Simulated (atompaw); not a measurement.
## PBE PAW (atompaw) dataset for bismuth, scalar-relativistic all-electron reference.

```
Element                 : Bi
Generator               : atompaw 4.2.0.5
Type                    : PAW
Functional              : PBE
Relativity              : scalar-relativistic
Frozen core             : [Xe] 4f14 5d10
Valence charge          : 5
Reference configuration : 6s2 6p3
Partial waves           : 6s (bound): rc 2.15 bohr; 6s channel at 0.85 Ry: rc 2.15 bohr; 6p (bound): rc 2.15 bohr; 6p channel at 1.65 Ry: rc 2.15 bohr
Local potential         : bessel scheme, radius 1.75 bohr
Core correction         : smooth core density matched at 1.65 bohr
Augmentation charge     : besselshape compensation charge, radius 1.85 bohr; PAW radius 2.15 bohr; waves and projectors: custom rrkj gramschmidtortho
```

(1) Estimate the cutoffs (Ry, on a coarse ladder) from which the occupation-weighted sum of valence levels, in a spherical-Bessel basis at the reference potential, stays within 10 and 1 mRy of its value at 400 Ry.

(2) Does the potential have ghost states?

(3) Is the overlap operator S = 1 + Σ q|β⟩⟨β| positive definite (Bessel basis up to 400 Ry)?

(4) Which valence shell sets the plane-wave cutoff?

Answers

(1) 8 Ry and 15 Ry.

(2) Ghost state, extra bound levels that the all-electron valence spectrum of the same l lacks: d at -1.12 eV. A true bound ghost makes a file unfit for plane-wave use.

(3) Yes: its lowest eigenvalue is 0.37 (s channel).

(4) 6p: its level needs 10 Ry to come within 1 mRy, against 8 Ry for 6s.
